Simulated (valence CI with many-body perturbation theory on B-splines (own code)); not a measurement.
# Mo28+: magnetic and hyperfine properties of the levels

Computed by configuration interaction combined with many-body perturbation theory (CI+MBPT): four valence electrons over a frozen Dirac-Fock core [Ne], radial functions for each j: 11 s, 11 p, 10 d, 8 f, 5 g, 2 h, with the one-electron correlation potential Σ1, the two-electron term Σ2, the three-electron term Σ3, Breit, model QED; selected CI, second order for the rest, scaled by the run's own slope (own B-spline code, finite nucleus).

The last digits are not significant, and no measured levels were compared; by estimate large intervals hold to a few tenths of a per cent, small ones and those within an open d or f shell to about a per cent. Among the levels kept, up to 710 cm⁻¹ of a level comes from second order outside the variational space, and about a tenth of that is noise between levels of different J, which matters for small intervals.

A/g_I is the dipole constant over the nuclear g factor μ/I (μ in nuclear magnetons, uniformly magnetised nucleus), B/Q the quadrupole constant per barn. Both hold the static response of the core; the bare values leave it out. Large factors of s and p1/2 electrons are usually good to 5 to 10 %; those of open d and f shells near neutrality can be off by tens of per cent, and small factors of p3/2, d and f electrons come from cancelling terms and can be off by a factor of two or in sign, in half-filled shells by more. B is blank for J = 1/2, where it vanishes, and for nearly pure S terms. Energies count from the lowest level. Levels with J = 0 are left out.

Levels are named by their leading jj configuration (3d3/2^4 stands for four electrons in 3d with j = 3/2), which in mixed levels can hold well under half, so a name can repeat and another be missing. Letters in brackets count levels of one name in rising energy.

| Level | E (cm⁻¹) | g | A/g_I (MHz) | A/g_I bare | B/Q (MHz/b) | B/Q bare |
| --- | --- | --- | --- | --- | --- | --- |
| (3s^2 3p1/2 3p3/2) J=1 | 161680 | 1.498 | -4740 | -3620 | 26700 | 26000 |
| (3s^2 3p1/2 3p3/2) J=2 | 197010 | 1.239 | 60800 | 59600 | 27900 | 27200 |
| (3s^2 3p3/2^2) J=2 | 385450 | 1.255 | 31800 | 31400 | 25400 | 24800 |
| (3s 3p1/2^2 3p3/2) J=2 | 698460 | 1.815 | 141000 | 138000 | 20400 | 19900 |
| (3s 3p1/2^2 3p3/2) J=1 | 819830 | 0.812 | -70600 | -67600 | 42400 | 41400 |
| (3s 3p1/2 3p3/2^2) J=2 | 869260 | 1.378 | 97300 | 94800 | 46200 | 45200 |
| (3s 3p1/2 3p3/2^2) J=3 | 921560 | 1.327 | 122000 | 119000 | -7500 | -7230 |
| (3s^2 3p1/2 3d3/2) J=2 [a] | 979760 | 0.977 | 34200 | 33900 | -23500 | -22600 |
| (3s 3p1/2 3p3/2^2) J=1 [a] | 1018700 | 1.294 | 124000 | 121000 | -45200 | -44100 |
| (3s^2 3p1/2 3d3/2) J=2 [b] | 1068300 | 0.927 | 38500 | 37800 | 7160 | 7360 |
| (3s 3p1/2 3p3/2^2) J=1 [b] | 1117300 | 1.505 | 26900 | 27700 | 3360 | 3330 |
| (3s^2 3p1/2 3d5/2) J=3 | 1120900 | 1.099 | 34200 | 33800 | 27500 | 27600 |
| (3s 3p3/2^3) J=2 | 1145000 | 1.253 | 76800 | 74900 | -33700 | -32600 |
| (3s^2 3p1/2 3d3/2) J=1 | 1179600 | 0.860 | -26600 | -24700 | 11600 | 11500 |
| (3s^2 3p1/2 3d5/2) J=2 | 1190800 | 1.293 | 31700 | 31600 | 13800 | 13900 |
| (3s^2 3p3/2 3d5/2) J=4 | 1262500 | 1.247 | 14600 | 14900 | 65000 | 64300 |
| (3s^2 3p3/2 3d3/2) J=1 | 1296900 | 1.220 | -7550 | -6080 | -10200 | -10000 |
| (3s^2 3p3/2 3d3/2) J=2 | 1320000 | 1.059 | 11100 | 11600 | -10100 | -9750 |
| (3s^2 3p3/2 3d3/2) J=3 | 1331100 | 1.243 | 27600 | 27700 | 6400 | 6590 |
| (3s 3p3/2^3) J=1 | 1366700 | 1.317 | -35000 | -32200 | -20000 | -19600 |
| (3s^2 3p3/2 3d5/2) J=2 | 1386900 | 1.276 | 53900 | 53000 | -37600 | -36600 |
| (3s^2 3p3/2 3d5/2) J=3 | 1432900 | 1.068 | 18900 | 19000 | 40200 | 40000 |
| (3s^2 3p3/2 3d5/2) J=1 | 1485000 | 0.971 | -7630 | -6730 | 6640 | 6730 |
| (3s 3p1/2^2 3d3/2) J=1 | 1553400 | 0.228 | -94900 | -91500 | 2420 | 2670 |
| (3s 3p1/2^2 3d3/2) J=2 | 1556600 | 1.283 | 80700 | 79200 | 4330 | 4580 |
| (3p1/2^2 3p3/2^2) J=2 | 1594400 | 1.196 | 12900 | 13700 | 3350 | 3490 |
| (3s 3p1/2^2 3d5/2) J=3 | 1622800 | 1.357 | 68100 | 66900 | 21400 | 21600 |
| (3s 3p1/2 3p3/2 3d3/2) J=1 [a] | 1686400 | 1.322 | 78800 | 77400 | -24200 | -23800 |
| (3s 3p1/2 3p3/2 3d3/2) J=2 [a] | 1695400 | 1.131 | 48200 | 47600 | -27000 | -26400 |
| (3s 3p1/2 3p3/2 3d3/2) J=3 [a] | 1706000 | 1.273 | 81900 | 80300 | -22800 | -22100 |
| (3s 3p1/2 3p3/2 3d5/2) J=4 [a] | 1712300 | 1.360 | 61700 | 60800 | 32800 | 32800 |
| (3s 3p1/2 3p3/2 3d3/2) J=2 [b] | 1735600 | 0.933 | 11300 | 11500 | -11100 | -10500 |
| (3s 3p1/2 3p3/2 3d5/2) J=4 [b] | 1743900 | 1.354 | 85800 | 84100 | 21700 | 21400 |
| (3s 3p1/2 3p3/2 3d5/2) J=1 [a] | 1750300 | 1.476 | -8910 | -6740 | -18000 | -17600 |

Question: Take the isotope of mass number 97, with I = 5/2, μ = -0.9324 μN and Q = 0.255 b. What is the hyperfine structure of (3s 3p1/2 3p3/2^2) J=3?

Answer: From the table A = -45600 MHz, B = -1910 MHz. Shifts from the centre of gravity in MHz: F = 1/2: 455000, F = 3/2: 387000, F = 5/2: 274000, F = 7/2: 115000, F = 9/2: -90600, F = 11/2: -342000.
